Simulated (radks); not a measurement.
Values are calculated unless marked as measured or tabulated.
Task: The mean radii <r> (bohr) of the occupied orbitals of an atom or ion are listed with their occupations. Level of theory: non-relativistic Kohn-Sham, TPSS, spin-polarised, spherical densities, point nucleus; meta-GGA in the generalised Kohn-Sham scheme (a radial shooting solver on a logarithmic mesh with Libxc functionals).

| orbital | occ. | <r> |
|---|---|---|
| 1s up | 1 | 0.02134 |
| 1s down | 1 | 0.02134 |
| 2s up | 1 | 0.08930 |
| 2s down | 1 | 0.08929 |
| 2p up | 3 | 0.07559 |
| 2p down | 3 | 0.07559 |
| 3s up | 1 | 0.2123 |
| 3s down | 1 | 0.2124 |
| 3p up | 3 | 0.2009 |
| 3p down | 2 | 0.2010 |

Name the element and its charge. Open shells, if any, are filled with parallel spins first.

Result: Z = 71, lutetium, charge +54: Lu54+ in [Ne] 3s2 3p5. The 1s radius gives Z: for a bare nucleus <r> = 1.5/Z, 0.02113 bohr for Z = 71, and screening makes it slightly larger (0.02134 here). The occupations add up to 17, and the charge is Z minus that.
